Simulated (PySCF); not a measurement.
A structure optimised at r2SCAN-D4/def2-SVP, used in a PySCF frequency run:

```xyz
4

Cd    -0.0090     0.0087     0.0000
Br     0.0065     2.4280     0.0000
Se    -0.0362    -2.4389     0.0000
H      1.4369    -2.4716     0.0000
```

Q: Write its SMILES, formula and point group.

A: [SeH][Cd][Br], BrCdHSe, Cs

Q: What are its rotational constants (standard atomic weights)?

A: 233.86, 0.53367, 0.53246 GHz
